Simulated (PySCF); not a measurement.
A thermochemical cycle for ZnSe

PBE in PySCF with def2-TZVPPD on every atom, for the lowest determinant that a PBE0 search found; no spin–orbit coupling. ZnSe, a singlet (closed shell), has De = 1.40 eV to neutral atoms, and ZnSe⁺, a doublet (π ↑), has De = 2.41 eV to Zn⁺ + Se.

The adiabatic ionisation energy of ZnSe, between the minima, is 8.39 eV.

Q: Which ionisation energy of the Zn atom does this level give?

A: IE(Zn) = IE(molecule) + De(ion) − De(neutral) = 8.39 + 2.41 − 1.40 = 9.40 eV; the measured value is 9.394 eV (NIST ASD).

Spin–orbit coupling is left out. For an ion De counts to the pair picked by the measured ionisation energies or electron affinities, which need not be the lowest pair at this level. States were picked by a PBE0 search and need not be the measured ground states.
